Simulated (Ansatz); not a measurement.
Consider the cleavage of the Si–B bond: `OB([SiH3])N[SiH3]` + PH₃ → `[SiH3]P` + `OBN[SiH3]`.

Isolated molecules relaxed with PBE0-D4/def2-TZVP in Ansatz; ΔE leaves out vibrations. CCSD(T)/CBS adds triple-zeta CCSD(T) − MP2 to the extrapolated MP2 energy (def2 sets, frozen cores). This one scheme is used for every species. DFT in def2-TZVPP. B3LYP here is the variant with VWN-RPA as its local correlation; programs differ in this. Each species was taken in one conformer, which may not be the lowest.

`OB([SiH3])N[SiH3]`:

Z-matrix (Å, degrees):
```
Si
B 1 2.035
H 1 1.491 2 111.4
H 1 1.492 2 111.3 3 -120.5
H 1 1.492 2 111.3 3 120.5
N 2 1.411 1 121.5 3 0.1
O 2 1.374 1 123.1 3 -180.0
Si 6 1.747 2 125.1 1 180.0
H 6 1.007 2 117.8 1 -0.0
H 7 0.957 2 115.0 1 0.0
H 8 1.484 6 111.5 2 61.0
H 8 1.484 6 111.5 2 -60.9
H 8 1.486 6 106.4 2 -180.0
```

PH₃:

Z-matrix (Å, degrees):
```
P
H 1 1.420
H 1 1.420 2 93.1
H 1 1.420 2 93.1 3 93.3
```

`[SiH3]P`:

```xyz
7

Si   -0.430   -0.502   -0.484
P     1.073    1.030    0.207
H     0.314   -1.624   -1.112
H    -1.297    0.136   -1.509
H    -1.287   -1.040    0.606
H     1.503    0.247    1.313
H     0.123    1.753    0.978
```

`OBN[SiH3]`:

Cartesian coordinates in Å:
```
O -0.386 1.747 0.226
B -0.576 0.878 -0.814
N -0.137 -0.450 -0.632
Si 0.626 -1.082 0.800
H -0.703 2.632 0.045
H -1.095 1.231 -1.838
H -0.280 -1.086 -1.399
H -0.263 -0.982 1.985
H 1.897 -0.375 1.100
H 0.917 -2.514 0.528
```

```tsv
level	ΔE (kcal/mol)	difference from CCSD(T)/CBS
r2SCAN-D4	-10.0	0.1
PBE0-D4	-9.8	0.3
B3LYP-D4	-9.4	0.7
ωB97X-V	-9.6	0.5
PBE	-9.4	0.7
r2SCAN	-10.2	-0.1
PBE0	-10.2	-0.1
B3LYP	-10.1	0.0
HF/def2-TZVPP	-11.6	-1.5
MP2/def2-TZVPP	-10.7	-0.6
CCSD/def2-TZVPP	-9.5	0.6
CCSD(T)/def2-TZVPP	-9.3	0.8
HF/def2-QZVPP	-11.7	-1.6
MP2/def2-QZVPP	-11.2	-1.1
SCS-MP2/def2-QZVPP	-10.8	-0.7
HF/CBS(def2)	-11.7	-1.6
CCSD(T)/CBS	-10.1	0
```

Largest T1 diagnostic among the species: 0.013.

In def2-TZVPP, CCSD(T) changes the Hartree–Fock value by +2.3 kcal/mol (the triples alone add +0.3 kcal/mol) and MP2 by +0.9 kcal/mol. From PBE to PBE0 (25 % exact exchange), in def2-TZVPP and without D4, ΔE moves by −0.8 kcal/mol.
